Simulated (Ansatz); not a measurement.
`CC[O][GaH][F]` + H–F → `[F][GaH][F]` + `CCO` at 700 K and 1 bar (ligand exchange at a Ga–O bond).

Program: Ansatz. Geometries: PBE0-D4/def2-TZVP. ΔE: electronic, gas phase. CBS: MP2 limit from def2 TZ/QZ plus the TZ coupled-cluster correction, frozen cores. This one scheme is used for every species. For Ga outer-core shells are correlated without core-valence functions, which leaves a few kJ/mol of doubt a bond. Scalar relativity is left out up to krypton. One conformer a species, not always the lowest.

```csv
species,CCSD(T)/CBS energy (Eh),H − E (kJ/mol),S (J/(mol·K))
`CC[O][GaH][F]`,-2178.68248,286.7,479.6
H–F,-100.39570,45.2,198.5
`[F][GaH][F]`,-2124.20216,68.4,334.0
`CCO`,-154.88256,262.0,346.5
```

H − E and S are ideal-gas, rigid-rotor, harmonic terms from PBE0-D4/def2-TZVP, for one conformer and one mirror image of each species. 1 Eh = 2625.50 kJ/mol, R = 8.31446 J/(mol·K).

Question: By hand: ΔE, ΔH, ΔS and ΔG.

Answer: ΔE = (-2124.20216) + (-154.88256) − (-2178.68248) − (-100.39570) = -0.00654 Eh = -17.2 kJ/mol. Δ(H − E) = 68.4 + 262.0 − 286.7 − 45.2 = -1.5, so ΔH = -18.7 kJ/mol. ΔS = 334.0 + 346.5 − 479.6 − 198.5 = 2.4 J/(mol·K). ΔG = -18.7 − 700 × (2.4)/1000 = -20.4 kJ/mol.

Question: By hand: the equilibrium constant, and the temperature at which ΔG would vanish if ΔH and ΔS stayed fixed.

Answer: log₁₀ K = −ΔG/(RT ln 10) = 1.5. ΔH and −TΔS have one sign here, so there is no such temperature. One of them is within its doubt of zero, so this could turn.

The number of gas molecules stays the same, so ΔS is small and ΔH decides. A doubt of 5 kJ/mol in ΔE shifts log₁₀ K by 0.4 here. Other conformers and mirror images would add mixing entropy, several J/(mol·K) or more a flexible species. Modes under 60 cm⁻¹, often nearly free rotors, make the harmonic entropy too high. These are equilibria of isolated gas molecules and say nothing of rates. Largest T1 diagnostic: 0.015 (customary marks: 0.02 for closed shells, 0.045 for open ones).
